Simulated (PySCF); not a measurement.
Spectrum to structure. Method used: PySCF 2.14.0, density-fitted response routines, TDDFT wB97X-D/def2-SVPD, vertical, gas phase, core orbitals frozen in the response. Geometries: GFN2-xTB, one conformer each.

```tsv
state	E (eV)	λ (nm)	f
S1	3.90	317.6	0.0003
S2	5.01	247.7	0.090
S3	5.57	222.4	0.055
S4	5.81	213.4	0.0040
S5	5.94	208.8	0.0066
S6	6.06	204.8	0.0093
S7	7.24	171.3	0.0081
S8	7.43	166.8	0.0077
```

Triplets computed (Tamm–Dancoff): 3.18, 3.50, 5.21 eV.

Task: Which candidate is it?
A. `O=C=C(F)/C(=C\C=N/[H])C`
B. `CO/C=C(\C)C(F)=C=O`
C. `O=CO[SiH2]/C(F)=C\C=O`

Result: C. Its S1, at 3.90 eV, is the highest among the candidates; the nearest of the others has S1 at 2.36 eV. S1 is HOMO-1→LUMO (92%). Löwdin shares by element: HOMO carbon 39% or more, oxygen 27% or more, fluorine 8% (atoms not listed hold the other 26%); LUMO carbon 62% or more, oxygen 16% or more (atoms not listed hold the other 22%). At the same level the other candidates give, for their lowest levels:
- `CO/C=C(\C)C(F)=C=O`: 2.16 eV (f 0.000); 5.03 eV (f 0.000); 5.66 eV (f 0.572); 5.68 eV (f 0.140); 6.32 eV (f 0.020); T1 1.78 eV; HOMO -7.52, LUMO -0.19 eV
- `[H]/N=C\C=C(\C)C(F)=C=O`: 2.36 eV (f 0.000); 4.35 eV (f 0.214); 4.52 eV (f 0.003); 5.32 eV (f 0.000); 5.43 eV (f 0.120); T1 2.00 eV; HOMO -8.36, LUMO -0.73 eV

The values belong to the conformer `[O:1]=[CH:2]/[CH:3]=[C:4](/[F:5])[SiH2:6][O:7][CH:8]=[O:9]`: O1–C2–C3–C4 -5°, C3–C4–Si6–O7 -65°, C4–Si6–O7–C8 10°, Si6–O7–C8–O9 -8°.
